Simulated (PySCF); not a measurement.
A structure optimised at B3LYP-D3(BJ)/def2-SVP, used in a PySCF frequency run:

```xyz
11

O     -2.1435     1.1708    -0.5459
Si    -1.5434    -0.0552     0.4090
N     -0.1041    -0.8065    -0.2380
Si     1.5389    -0.5526     0.2216
F      2.1745     0.7574    -0.5192
H     -1.5551     1.9147    -0.7240
H     -1.1431     0.4318     1.7582
H     -2.6497    -1.0390     0.4668
H     -0.2382    -1.3379    -1.0980
H      1.5996    -0.2815     1.6767
H      2.3561    -1.7158    -0.2030
```
Charge 0, spin multiplicity 1.

Task: Write its SMILES and formula.

Result: O[SiH2]N[SiH2]F, FH6NOSi2

Task: What are its rotational constants (standard atomic weights)?

Result: 6.2910, 1.5072, 1.3090 GHz
